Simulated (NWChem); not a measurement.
# boric acid (H₃BO₃); SMILES OB(O)O

```xyz
7

O     -0.9601     0.9994     0.0000
B     -0.0379     0.0018     0.0000
O      1.2931     0.3441     0.0000
O     -0.5147    -1.2776     0.0000
H     -0.5347     1.8615     0.0000
H      1.9080    -0.3925     0.0000
H      0.1585    -1.9602     0.0000
```
Atoms are numbered in this order, from 1.

Coordinates come from a PBE0/def2-SVP optimisation.

Task: Give the principal values of the shielding tensors (ppm) of O1, B2, O3, O4 from Hartree-Fock/def2-TZVP, GIAO (NWChem), with their diamagnetic and paramagnetic parts as GIAO splits them.

Result: 
```
atom    σ11    σ22    σ33  isotropic  diamagnetic  paramagnetic
----  -----  -----  -----  ---------  -----------  ------------
O1    206.9  290.6  311.7      269.7        386.4        -116.7
B2     91.8   99.5   99.8       97.0        196.0         -98.9
O3    217.2  269.7  316.1      267.7        386.2        -118.5
O4    214.0  279.9  311.8      268.6        386.1        -117.5
```
